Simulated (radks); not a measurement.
Values are calculated unless marked as measured or tabulated.
Spherical quantum dot in the effective-mass picture: electrons in a hard-walled sphere of radius 3.28, all in effective atomic units (hartree* = m*/eps^2 hartree, bohr* = eps/m* bohr), one dielectric constant everywhere. Level of theory: non-relativistic Kohn-Sham, PBE, spin-polarised, spherical densities (a radial shooting solver with Libxc functionals). Levels are named by radial order and angular momentum (1s, 1p, 1d, 2s, ...), and open shells are averaged over m.

N = 19, configuration 1s2 1p6 1d10 1f(up 1, down 0). This is the lowest configuration that the search found. Occupied and some empty levels:

| level | occupation | eigenvalue (hartree*) | <r> (bohr*) |
|---|---|---|---|
| 1s up | 1 | 7.9093 | 2.141 |
| 1s down | 1 | 7.9228 | 2.136 |
| 1p up | 3 | 8.1724 | 2.247 |
| 1p down | 3 | 8.1876 | 2.244 |
| 1d up | 5 | 8.6131 | 2.332 |
| 1d down | 5 | 8.6296 | 2.331 |
| 1f up | 1 | 9.2071 | 2.402 |
| 1f down | 0 | 9.2246 | 2.401 |
| 2s up | 0 | 9.5026 | 1.492 |
| 2s down | 0 | 9.5073 | 1.493 |
| 1g up | 0 | 9.9409 | 2.459 |
| 1g down | 0 | 9.9591 | 2.459 |
| 2p up | 0 | 10.315 | 1.725 |
| 2p down | 0 | 10.322 | 1.725 |
| 2d up | 0 | 11.282 | 1.875 |
| 2d down | 0 | 11.290 | 1.874 |

Energy (hartree*): total 90.6469, kinetic 27.416, external 0, Hartree 72.452, exchange-correlation -9.2219.
